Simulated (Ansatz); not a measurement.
Stepwise reaction of `[I][SnH2][I]` with hydrogen fluoride, as a gas-phase model of exchange steps in deposition or etching. ΔE in kJ/mol; ΔG adds harmonic PBE0-D4 terms to CCSD(T)/CBS, at 1 bar.

Gas-phase electronic energies from Ansatz, PBE0-D4/def2-TZVP geometries. CCSD(T)/CBS is the MP2 limit (def2-TZVPP, def2-QZVPP) plus CCSD(T) − MP2 in def2-TZVPP, frozen cores. This one scheme is used for every species. Functionals use def2-TZVPP. B3LYP here is the variant with VWN-RPA as its local correlation; programs differ in this. def2 core potentials past Kr. For I, Sn outer-core shells are correlated without core-valence functions, which leaves a few kJ/mol of doubt a bond.

| step | reaction | PBE-D4 | B3LYP-D4 | ωB97M-V | CCSD(T)/CBS | ΔG(600 K) |
| --- | --- | --- | --- | --- | --- | --- |
| 1 | `[I][SnH2][I]` + H–F → `[F][SnH2][I]` + HI | 55.0 | 53.1 | 52.5 | 66.1 | 53.0 |
| 2 | `[F][SnH2][I]` + H–F → `[F][SnH2][F]` + HI | 51.1 | 48.1 | 47.9 | 59.2 | 53.2 |

(1) By hand: ΔE of the 2 steps together at CCSD(T)/CBS.

Answers

(1) (66.1) + (59.2) = 125.3 kJ/mol, or 62.6 kJ/mol a step.

In ΔE each step is lower than the one before. All are uphill at CCSD(T)/CBS. ΔG lies between 53.0 and 53.2 kJ/mol a step. PBE-D4 differs from CCSD(T)/CBS by -11.1 to -8.1 kJ/mol a step. Isolated molecules leave out the surface, adducts and barriers. Largest T1 diagnostic: 0.014.
